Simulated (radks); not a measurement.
Spherical quantum dot in the effective-mass picture: electrons in a hard-walled sphere of radius 4.41, all in effective atomic units (hartree* = m*/eps^2 hartree, bohr* = eps/m* bohr), one dielectric constant everywhere. Calculated with a radial shooting solver with Libxc functionals: non-relativistic Kohn-Sham, exchange-only LDA, spin-polarised, spherical densities. Levels are named by radial order and angular momentum (1s, 1p, 1d, 2s, ...), and open shells are averaged over m.

N = 10, configuration 1s2 1p6 1d(up 2, down 0). This is the lowest configuration that the search found. Occupied and some empty levels:

level,occupation,eigenvalue (hartree*),<r> (bohr*)
1s up,1,3.1697,2.781
1s down,1,3.2116,2.759
1p up,3,3.3281,2.951
1p down,3,3.3733,2.942
1d up,2,3.5849,3.082
1d down,0,3.6320,3.078
1f up,0,3.9259,3.187
1f down,0,3.9741,3.185
2s up,0,4.0257,2.023
2s down,0,4.0458,2.025
2p up,0,4.4877,2.329
2p down,0,4.5144,2.325

Energy (hartree*): total 19.0038, kinetic 6.0449, external 0, Hartree 15.497, exchange-correlation -2.5386.
